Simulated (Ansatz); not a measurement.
Born–Oppenheimer molecular dynamics of a periodic cell of 17 atoms, Ba$_{16}$Cu (host Ba, host structure bcc, interstitial Cu). It goes on from the last frame of an earlier run, with new velocities.

Computed with DFT LDA, scalar-relativistic, plane waves, PAW in Ansatz. Settings: cutoff 420 eV, k mesh 1x1x1, fermi-dirac smearing 0.15 eV, no spin polarisation.

```yaml
ensemble: NVT, Langevin thermostat
time_step: 3 fs
steps_asked: 240
set_temperature: 840 K
friction: 0.02 /fs
seed: 266942
```

Frames 60 fs apart, positions in Å, forces in eV/Å.

Velocities at 0.0 fs (Å/ps):

```
Ba -1.17 0.85 -2.07
Ba 1.04 5.52 -0.86
Ba 0.36 1.06 4.03
Ba -0.02 1.29 0.23
Ba 1.99 -2.01 -3.57
Ba 0.12 5.62 1.29
Ba -1.59 -2.50 -0.33
Ba 1.01 1.65 1.46
Ba 2.63 -0.18 0.14
Ba 0.10 -4.56 2.38
Ba -3.95 1.10 0.58
Ba -0.46 -1.43 -0.43
Ba -0.86 -0.01 -0.36
Ba 1.62 -1.41 -0.38
Ba 2.60 -0.26 1.84
Ba -3.82 -2.94 -1.19
Cu 0.84 -3.86 -6.00
```

```xyz
17
Lattice="10.0400 0.0000 0.0000 0.0000 10.0400 0.0000 0.0000 0.0000 10.0400" Properties=species:S:1:pos:R:3:forces:R:3 time_fs=0.0 energy_less_start_eV=0.000 T=791
Ba 0.035 -0.272 0.167 0.15 0.15 -0.07
Ba 4.861 -0.102 0.275 0.29 -0.04 0.04
Ba 0.412 5.151 -0.017 -0.26 -0.62 0.04
Ba -0.021 -0.144 5.041 0.01 -0.21 0.11
Ba 2.727 2.292 2.943 -0.38 0.01 0.44
Ba 4.467 4.850 0.514 0.54 -0.22 -0.49
Ba 5.064 -0.405 5.054 0.31 0.22 -0.14
Ba 7.638 2.446 2.682 -0.13 -0.06 -0.13
Ba -0.106 4.755 5.174 0.40 0.39 -0.11
Ba 2.284 7.389 2.776 0.24 0.25 -0.03
Ba 2.781 2.181 7.333 -0.15 0.17 0.48
Ba 4.761 5.023 4.891 0.53 -0.07 0.37
Ba 7.589 7.283 2.400 -0.06 0.04 0.24
Ba 7.879 2.419 7.607 -0.50 -0.07 0.11
Ba 3.048 7.549 7.685 -0.71 -0.13 -0.14
Ba 7.665 7.393 7.615 -0.21 -0.07 0.10
Cu 2.389 1.650 0.355 -0.06 0.26 -0.82
17
Lattice="10.0400 0.0000 0.0000 0.0000 10.0400 0.0000 0.0000 0.0000 10.0400" Properties=species:S:1:pos:R:3:forces:R:3 time_fs=60.0 energy_less_start_eV=0.300 T=966
Ba 0.018 -0.213 0.172 0.22 0.00 0.01
Ba 4.984 -0.007 0.173 0.42 -0.29 0.15
Ba 0.567 5.202 0.216 -0.58 -0.69 -0.19
Ba 0.024 -0.244 5.160 0.01 -0.16 0.00
Ba 2.773 2.230 2.990 -0.47 -0.02 -0.35
Ba 4.630 5.118 0.456 0.45 -0.58 -0.32
Ba 5.159 -0.492 5.049 0.02 0.34 0.01
Ba 7.632 2.460 2.794 -0.07 -0.01 -0.13
Ba -0.062 4.860 5.367 0.38 0.18 -0.33
Ba 2.327 7.197 2.896 0.16 0.74 -0.10
Ba 2.689 2.279 7.404 0.07 0.13 0.00
Ba 4.548 4.982 4.957 0.85 0.00 0.42
Ba 7.547 7.359 2.480 0.07 -0.14 0.25
Ba 7.895 2.345 7.588 -0.51 0.10 0.12
Ba 2.988 7.607 7.783 -0.64 -0.05 -0.23
Ba 7.567 7.199 7.489 -0.10 0.13 0.38
Cu 2.534 1.486 0.054 -0.27 0.31 0.31
17
Lattice="10.0400 0.0000 0.0000 0.0000 10.0400 0.0000 0.0000 0.0000 10.0400" Properties=species:S:1:pos:R:3:forces:R:3 time_fs=120.0 energy_less_start_eV=0.669 T=617
Ba 0.238 -0.237 0.089 -0.39 -0.13 0.17
Ba 5.153 0.131 0.098 0.17 -0.51 0.13
Ba 0.623 5.147 0.471 -0.62 -0.72 -0.58
Ba 0.102 -0.334 5.449 -0.13 0.05 -0.40
Ba 2.822 2.171 2.845 -0.41 0.16 0.30
Ba 4.759 5.135 0.334 0.23 -0.48 -0.14
Ba 5.031 -0.497 5.075 0.19 0.40 -0.01
Ba 7.517 2.514 2.637 0.14 -0.10 0.11
Ba -0.174 4.845 5.344 0.55 0.17 -0.23
Ba 2.314 7.171 2.915 0.34 0.75 0.00
Ba 2.742 2.183 7.681 0.05 0.65 -1.48
Ba 4.560 5.014 5.187 0.63 -0.19 0.04
Ba 7.553 7.381 2.479 0.03 -0.09 0.27
Ba 7.797 2.421 7.501 -0.45 -0.02 0.30
Ba 2.941 7.705 7.790 -0.52 -0.31 0.04
Ba 7.349 7.131 7.476 0.22 0.23 0.43
Cu 2.519 1.545 0.061 -0.01 0.12 1.04
17
Lattice="10.0400 0.0000 0.0000 0.0000 10.0400 0.0000 0.0000 0.0000 10.0400" Properties=species:S:1:pos:R:3:forces:R:3 time_fs=180.0 energy_less_start_eV=0.612 T=933
Ba 0.043 -0.256 0.235 0.01 0.08 -0.13
Ba 5.212 0.083 0.064 -0.14 -0.31 0.16
Ba 0.613 5.098 0.421 -0.57 -0.59 -0.46
Ba 0.219 -0.331 5.580 -0.35 0.26 -0.41
Ba 2.901 2.142 2.662 -0.22 0.32 1.13
Ba 4.687 5.131 0.297 0.41 -0.35 -0.09
Ba 5.199 -0.378 5.222 -0.09 0.35 -0.25
Ba 7.537 2.580 2.686 0.04 -0.19 -0.01
Ba -0.197 4.752 5.324 0.60 0.22 -0.10
Ba 2.321 7.295 3.065 0.38 0.46 -0.23
Ba 2.876 2.356 7.598 -0.16 0.10 -0.45
Ba 4.647 4.955 5.287 0.47 -0.06 -0.29
Ba 7.639 7.415 2.454 -0.15 -0.16 0.42
Ba 7.530 2.417 7.441 -0.07 0.06 0.33
Ba 2.946 7.753 7.765 -0.50 -0.32 0.06
Ba 7.300 7.166 7.325 0.37 0.14 0.63
Cu 2.356 1.589 0.129 -0.03 -0.01 -0.33
17
Lattice="10.0400 0.0000 0.0000 0.0000 10.0400 0.0000 0.0000 0.0000 10.0400" Properties=species:S:1:pos:R:3:forces:R:3 time_fs=240.0 energy_less_start_eV=0.672 T=752
Ba -0.140 -0.221 0.358 0.58 0.34 -0.40
Ba 5.350 0.149 -0.036 -0.41 -0.33 0.33
Ba 0.462 4.867 0.255 -0.20 -0.19 -0.27
Ba 0.312 -0.199 5.628 -0.45 0.19 -0.28
Ba 2.925 2.121 2.710 -0.24 0.31 0.33
Ba 4.798 5.066 0.025 0.28 -0.35 0.32
Ba 5.210 -0.360 5.239 0.05 0.49 -0.22
Ba 7.568 2.690 2.481 -0.04 -0.26 0.30
Ba -0.109 4.829 5.316 0.43 -0.03 -0.07
Ba 2.499 7.437 3.111 0.24 0.04 -0.46
Ba 2.950 2.591 7.468 -0.37 -0.30 -0.09
Ba 4.822 4.677 5.367 0.37 0.56 -0.65
Ba 7.692 7.452 2.463 -0.28 -0.29 0.42
Ba 7.326 2.460 7.586 0.51 0.12 -0.03
Ba 3.042 7.804 7.878 -0.65 -0.28 -0.13
Ba 7.309 7.181 7.256 0.41 0.18 0.66
Cu 2.433 1.668 -0.071 -0.22 -0.21 0.23
17
Lattice="10.0400 0.0000 0.0000 0.0000 10.0400 0.0000 0.0000 0.0000 10.0400" Properties=species:S:1:pos:R:3:forces:R:3 time_fs=300.0 energy_less_start_eV=0.773 T=601
Ba -0.193 -0.218 0.366 0.66 0.29 -0.45
Ba 5.387 0.296 -0.260 -0.56 -0.57 0.63
Ba 0.462 4.835 0.121 -0.12 -0.12 -0.10
Ba 0.291 -0.099 5.560 -0.37 0.06 -0.14
Ba 2.808 2.053 2.636 -0.05 0.38 0.12
Ba 5.004 5.117 0.035 0.07 -0.41 0.25
Ba 5.251 -0.363 5.171 0.17 0.58 -0.02
Ba 7.561 2.621 2.336 0.00 -0.23 0.46
Ba -0.155 4.814 5.292 0.43 -0.01 -0.07
Ba 2.637 7.631 3.009 0.06 -0.30 -0.43
Ba 3.112 2.643 7.435 -0.43 -0.11 -0.35
Ba 5.017 4.509 5.270 0.37 0.82 -0.59
Ba 7.627 7.432 2.559 -0.16 -0.19 0.22
Ba 7.413 2.408 7.750 0.67 0.27 -0.34
Ba 3.090 7.707 7.875 -0.64 -0.12 -0.23
Ba 7.419 7.306 7.505 0.33 0.05 0.32
Cu 2.389 1.728 -0.287 -0.43 -0.37 0.73
17
Lattice="10.0400 0.0000 0.0000 0.0000 10.0400 0.0000 0.0000 0.0000 10.0400" Properties=species:S:1:pos:R:3:forces:R:3 time_fs=360.0 energy_less_start_eV=0.136 T=790
Ba 0.015 -0.343 0.111 0.11 0.16 -0.05
Ba 5.391 0.324 -0.147 -0.68 -0.65 0.47
Ba 0.470 4.794 0.048 -0.15 -0.14 -0.06
Ba 0.184 -0.125 5.455 -0.21 -0.07 -0.10
Ba 2.589 1.972 2.587 0.18 0.43 0.30
Ba 5.170 5.075 0.032 -0.15 -0.46 0.22
Ba 5.274 -0.273 5.185 0.08 0.36 -0.13
Ba 7.600 2.517 2.326 0.22 -0.21 0.42
Ba -0.028 4.819 5.277 0.21 0.01 -0.02
Ba 2.603 7.534 2.826 0.16 -0.16 -0.20
Ba 3.152 2.589 7.448 -0.33 -0.03 -0.25
Ba 5.152 4.544 5.105 0.18 0.58 -0.22
Ba 7.574 7.292 2.626 0.03 0.09 0.03
Ba 7.606 2.288 7.813 0.37 0.39 -0.39
Ba 3.035 7.620 7.862 -0.40 -0.06 -0.25
Ba 7.338 7.386 7.729 0.53 -0.07 -0.06
Cu 2.237 1.656 -0.256 -0.16 -0.16 0.28
17
Lattice="10.0400 0.0000 0.0000 0.0000 10.0400 0.0000 0.0000 0.0000 10.0400" Properties=species:S:1:pos:R:3:forces:R:3 time_fs=420.0 energy_less_start_eV=0.023 T=775
Ba 0.123 -0.387 -0.118 -0.29 0.15 0.27
Ba 5.273 0.162 -0.075 -0.51 -0.23 0.43
Ba 0.480 4.783 0.116 -0.21 -0.14 -0.19
Ba 0.170 -0.225 5.424 -0.17 0.06 -0.16
Ba 2.340 2.032 2.597 0.38 0.25 -0.01
Ba 5.213 4.968 0.147 -0.29 -0.27 0.03
Ba 5.145 -0.071 5.191 0.14 -0.04 -0.31
Ba 7.579 2.531 2.468 0.33 -0.43 0.07
Ba 0.065 4.719 5.113 0.12 0.22 0.15
Ba 2.651 7.631 2.699 0.05 -0.21 -0.11
Ba 3.197 2.567 7.425 -0.15 0.23 -0.49
Ba 5.129 4.651 4.870 0.03 0.43 0.12
Ba 7.672 7.317 2.536 -0.07 0.19 0.11
Ba 7.649 2.247 7.711 0.19 0.39 -0.18
Ba 2.825 7.607 7.887 0.07 -0.21 -0.42
Ba 7.202 7.464 7.650 0.59 -0.24 -0.06
Cu 2.034 1.790 -0.429 -0.18 -0.14 0.75
17
Lattice="10.0400 0.0000 0.0000 0.0000 10.0400 0.0000 0.0000 0.0000 10.0400" Properties=species:S:1:pos:R:3:forces:R:3 time_fs=480.0 energy_less_start_eV=0.071 T=962
Ba 0.152 -0.307 0.017 -0.35 0.24 0.08
Ba 5.102 -0.022 -0.091 -0.24 0.22 0.45
Ba 0.449 4.649 0.267 -0.29 0.12 -0.31
Ba 0.245 -0.205 5.360 -0.28 0.20 -0.06
Ba 2.368 2.132 2.712 0.36 0.13 -0.28
Ba 5.098 4.976 0.377 -0.16 -0.12 -0.28
Ba 5.253 0.022 5.181 -0.24 -0.18 -0.34
Ba 7.481 2.542 2.644 0.37 -0.47 -0.07
Ba 0.033 4.736 5.233 0.17 0.33 -0.04
Ba 2.479 7.701 2.534 0.25 -0.28 0.28
Ba 3.263 2.718 7.386 -0.05 0.16 -0.47
Ba 5.036 4.831 4.796 0.06 0.39 0.23
Ba 7.649 7.475 2.665 -0.02 0.06 -0.03
Ba 7.644 2.279 7.646 0.11 0.31 0.03
Ba 2.706 7.638 7.774 0.11 -0.30 -0.33
Ba 7.266 7.619 7.541 0.48 -0.46 0.14
Cu 2.001 1.924 -0.563 -0.28 -0.34 1.00
17
Lattice="10.0400 0.0000 0.0000 0.0000 10.0400 0.0000 0.0000 0.0000 10.0400" Properties=species:S:1:pos:R:3:forces:R:3 time_fs=540.0 energy_less_start_eV=0.056 T=680
Ba 0.120 -0.126 0.164 -0.28 0.01 -0.05
Ba 5.090 -0.119 -0.120 -0.28 0.21 0.50
Ba 0.652 4.731 0.425 -0.53 -0.01 -0.34
Ba 0.163 -0.263 5.356 -0.22 0.43 -0.14
Ba 2.481 2.166 2.788 0.29 0.10 0.02
Ba 5.085 5.039 0.467 -0.15 -0.05 -0.38
Ba 5.288 -0.143 5.058 -0.21 -0.14 0.02
Ba 7.350 2.520 2.757 0.50 -0.36 -0.08
Ba 0.019 4.752 5.345 0.19 0.26 -0.14
Ba 2.470 7.868 2.624 0.25 -0.46 0.19
Ba 3.397 2.608 7.241 -0.67 -0.20 0.49
Ba 5.032 5.015 4.881 0.13 0.33 0.15
Ba 7.732 7.497 2.813 -0.06 0.01 -0.25
Ba 7.580 2.197 7.722 0.17 0.39 -0.09
Ba 2.520 7.587 7.644 0.32 -0.15 -0.05
Ba 7.504 7.638 7.613 0.20 -0.48 0.14
Cu 2.101 1.940 -0.211 0.35 0.12 0.00
17
Lattice="10.0400 0.0000 0.0000 0.0000 10.0400 0.0000 0.0000 0.0000 10.0400" Properties=species:S:1:pos:R:3:forces:R:3 time_fs=600.0 energy_less_start_eV=0.143 T=836
Ba 0.075 -0.155 0.248 0.01 0.08 -0.07
Ba 5.167 -0.104 0.000 -0.37 -0.01 0.37
Ba 0.887 4.752 0.544 -0.64 -0.08 -0.42
Ba -0.016 -0.190 5.475 0.11 0.28 -0.45
Ba 2.561 1.956 2.752 0.27 0.36 0.40
Ba 5.072 5.140 0.264 0.03 -0.16 -0.10
Ba 5.251 -0.199 4.994 0.04 -0.05 0.25
Ba 7.364 2.603 2.845 0.39 -0.44 -0.24
Ba 0.014 4.799 5.210 0.20 0.18 0.07
Ba 2.624 7.814 2.788 -0.04 -0.30 -0.07
Ba 3.388 2.554 7.376 -0.60 -0.07 -0.02
Ba 5.120 5.197 4.859 0.02 -0.03 0.29
Ba 7.725 7.538 2.727 0.01 -0.04 -0.13
Ba 7.498 2.019 7.750 0.31 0.69 -0.11
Ba 2.615 7.647 7.455 0.22 -0.12 0.27
Ba 7.715 7.573 7.745 -0.13 -0.36 -0.01
Cu 2.244 1.861 -0.119 0.18 0.06 -0.02
17
Lattice="10.0400 0.0000 0.0000 0.0000 10.0400 0.0000 0.0000 0.0000 10.0400" Properties=species:S:1:pos:R:3:forces:R:3 time_fs=660.0 energy_less_start_eV=0.890 T=643
Ba 0.076 -0.106 0.583 0.15 0.16 -0.55
Ba 5.335 0.108 -0.024 -0.64 -0.51 0.60
Ba 0.949 4.809 0.599 -0.69 -0.21 -0.37
Ba 0.075 -0.075 5.514 -0.21 0.14 -0.50
Ba 2.647 1.784 2.717 0.31 0.65 0.89
Ba 4.990 5.027 0.263 0.16 -0.09 -0.11
Ba 5.338 -0.218 5.164 0.06 0.05 -0.06
Ba 7.374 2.618 2.932 0.34 -0.42 -0.29
Ba -0.080 4.863 5.119 0.28 0.10 0.22
Ba 2.637 7.705 2.918 0.00 0.01 -0.29
Ba 3.225 2.352 7.544 -0.34 0.28 -0.99
Ba 5.213 5.438 4.774 -0.05 -0.57 0.58
Ba 7.757 7.577 2.667 -0.05 -0.01 -0.03
Ba 7.465 2.005 7.822 0.58 0.90 -0.24
Ba 2.608 7.668 7.221 0.21 -0.18 0.80
Ba 7.751 7.616 7.852 -0.02 -0.32 -0.08
Cu 2.406 1.968 -0.026 -0.09 0.02 0.41
```

Of the whole run (720 fs, mean temperature of the second half 795 K): A run of 0.72 ps of so small a system gives no equilibrium averages. Limits of this set-up: coarse k mesh.

Time of the run: 14 min on 2 threads of Arm Neoverse V2 (shared host), peak memory 0.75 GiB.
